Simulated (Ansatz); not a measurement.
CuSi₆. The state is a doublet with charge 0. Geometry B3LYP-D4/def2-SVP, that of the charge +1 singlet; atoms count from 1.

Cartesian coordinates in Å:
```
Cu 1.265 1.930 -0.280
Si -0.183 0.365 -1.230
Si 0.735 -1.807 -1.388
Si 1.558 -0.020 1.099
Si -2.341 -0.071 -0.104
Si -0.643 0.980 1.229
Si -0.392 -1.376 0.675
```

The structure comes from a short search, and lower isomers may exist.

Question: Estimate the Mulliken populations from the PBE0/def2-TZVP orbitals of Ansatz.

Answer: 
| atom | charge (e) | spin (α − β) | d electrons |
| --- | --- | --- | --- |
| Cu1 | 0.08 | 0.00 | 9.85 |
| Si2 | 0.05 | -0.03 | – |
| Si3 | -0.08 | 0.54 | – |
| Si4 | 0.01 | 0.03 | – |
| Si5 | -0.05 | 0.35 | – |
| Si6 | -0.02 | 0.14 | – |
| Si7 | 0.01 | -0.02 | – |
Mulliken values and Mayer orders depend strongly on the basis.

Question: Where does the spin sit?

Answer: Summed by element: Cu 0.00, Si 1.00, of 1 unpaired in all. Largest on single atoms: Si3 0.54, Si5 0.35, Si6 0.14.

Question: And the Mayer bond orders between bonded heavy atoms (over 0.3)?

Answer: Cu1–Si2 0.62 (2.33 Å); Cu1–Si4 0.54 (2.41 Å); Cu1–Si6 0.33 (2.61 Å); Si2–Si3 0.90 (2.36 Å); Si2–Si5 0.75 (2.47 Å); Si2–Si6 0.43 (2.58 Å); Si2–Si7 0.57 (2.59 Å); Si3–Si7 0.84 (2.39 Å); Si4–Si6 0.71 (2.42 Å); Si4–Si7 0.77 (2.41 Å); Si5–Si6 0.87 (2.40 Å); Si5–Si7 0.70 (2.47 Å); Si6–Si7 0.61 (2.43 Å). Values over 0.3 also appear between atoms too far apart for a bond (Si2–Si4 0.32 at 2.93 Å; Si3–Si4 0.39 at 3.17 Å); they arise where an orbital or an unpaired electron spreads over both atoms.
